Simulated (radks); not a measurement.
Excited configurations of Ta: one electron is placed in a higher orbital outside [Xe] 4f14 5d3 6s1. The ground configuration is [Xe] 4f14 5d3 6s2. Calculated with a radial shooting solver on a logarithmic mesh with Libxc functionals: Dirac Kohn-Sham, LDA (Slater exchange, Perdew-Wang correlation), spin-unpolarised, spherical densities, finite nucleus; open shells are shared between the two j in proportion to 2j + 1; Fermi nuclear charge, rms radius 5.3507 fm. Excitation = E - E(ground); binding = E(ion) - E, where the ion is the core of charge +1; n* = 1/sqrt(2 binding) in atomic units, and the quantum defect is n - n*. Eigenvalue and <r> are those of j = l + 1/2.

| outer orbital | excitation (eV) | binding (eV) | n* | quantum defect | eigenvalue (eV) | <r> (bohr) |
|---|---|---|---|---|---|---|
| 5f | 7.773 | 0.921 | 3.845 | 1.155 | -0.435 | 17.15 |
| 6p | 4.218 | 4.476 | 1.744 | 4.256 | -2.071 | 4.787 |
| 6d | 7.108 | 1.585 | 2.930 | 3.070 | -0.722 | 10.51 |
| 6f | 8.052 | 0.641 | 4.607 | 1.393 | -0.370 | 28.88 |
| 7s | 6.194 | 2.499 | 2.333 | 4.667 | -1.463 | 8.688 |
| 7p | 6.935 | 1.759 | 2.781 | 4.219 | -0.983 | 11.70 |
| 7f | 8.227 | 0.466 | 5.404 | 1.596 | -0.291 | 43.22 |

The Delta-SCF ionisation energy is 8.693 eV (NIST Atomic Spectra Database: 7.550 eV, measured). Self-interaction in the functional shifts the binding energies and quantum defects, so they are the method's values and not measured ones. Spin polarisation and multiplet splitting are left out, so open shells lie too high by an amount that depends on their filling. Sharing an open shell by 2j + 1 raises it above the true ground level by a part of the spin-orbit splitting, which enters the differences from NIST.

Beside tabulated values, note that spin-unpolarised runs miss the spin-polarisation part of the exchange energy of open shells.
